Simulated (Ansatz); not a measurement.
Calculated with Ansatz (gas phase, PBE0-D4/def2-TZVP geometries, no zero-point term in ΔE). CBS: MP2 limit from def2 TZ/QZ plus the TZ coupled-cluster correction, frozen cores. Functionals use def2-TZVPP.

Reaction (isomerisation): `FC1=CC(F)C1(F)F` → `FC1=CC(F)(F)C1F`

| species | LC-ωPBE energy (Eh) |
| --- | --- |
| `FC1=CC(F)C1(F)F` | -552.84874 |
| `FC1=CC(F)(F)C1F` | -552.85078 |

(1) Work out ΔE.

Largest T1 diagnostic among the species: 0.012.

Results:

(1) ΔE = (-552.85078) − (-552.84874) = -0.00204 Eh = -1.3 kcal/mol. CCSD(T)/CBS gives -1.0 kcal/mol.

Leaving LDA and LC-ωPBE aside and taking each functional with its dispersion term where it has one, the values, not all of them listed here, spread over 0.4 kcal/mol, from BHLYP-D4 to BLYP-D4.
